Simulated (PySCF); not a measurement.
# Converging SeBr in the basis (CCSD(T))

PySCF, UHF reference; doublet, unpaired electrons π ↑; De to Se + Br without counterpoise correction. Frozen cores follow the default of each basis and core potential.

```json
{"basis": "cc-pVDZ-PP", "relativity": "scalar-relativistic core potentials", "functions": "46", "Re (Å)": "2.315", "ωe (cm⁻¹)": "307", "De (eV)": "1.87", "frozen orbitals": "8"}
{"basis": "x2c-SVPall", "relativity": "spin-free X2C", "functions": "64", "Re (Å)": "2.315", "ωe (cm⁻¹)": "303", "De (eV)": "1.90", "frozen orbitals": "18"}
{"basis": "def2-TZVPP", "relativity": "no relativity", "functions": "96", "Re (Å)": "2.281", "ωe (cm⁻¹)": "323", "De (eV)": "2.26", "frozen orbitals": "18"}
```

(1) How does each smaller set differ from the one with most functions, def2-TZVPP?

Correlated steps freeze the inner cores (8 to 18 orbitals); shallow outer-core shells are correlated. Correlated levels converge slowly with the basis: in double zeta they bind strong bonds too weakly, by up to about 1 eV, and carry superposition errors of some tenths. Spin–orbit coupling is left out. The state is the lowest determinant that a PBE0 search found; another state may lie lower at other levels.

Answers

(1) cc-pVDZ-PP: +3.4 pm, -5.0 % in ωe, -0.39 eV in De; x2c-SVPall: +3.4 pm, -6.2 % in ωe, -0.36 eV in De. All at CCSD(T); the set with most functions is neither the basis-set limit nor always the best. The rows treat relativity differently, so the differences are not basis effects alone.
